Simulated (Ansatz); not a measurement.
Species: C₅H₅Se, charge -1, multiplicity 1. It need not be the lowest isomer of its formula. Whether it binds its extra electron was not tested at this geometry. SMILES: Cc1[c-]c[se]c1
Geometry: optimised at B3LYP-D3(BJ)/def2-TZVP (Ansatz, a quantum-chemistry and plane-wave program).

Parts of the frozen-core correlation energy in 6-31G* (Ansatz, hartree). Frozen orbitals: 19; correlated occupied orbitals by spin: 16 and 16; virtual: 85 and 85. No spin-orbit coupling. Non-relativistic. The restricted reference is unstable.

| term | value |
|---|---|
| reference (HF) | -2591.68344 |
| MP2 opposite-spin | -0.56501 |
| MP2 same-spin | -0.20394 |
| CCSD correlation | -0.80709 |
| (T) | -0.03853 |
| T1 diagnostic | 0.022 |
| largest doubles amplitude | 0.068 |
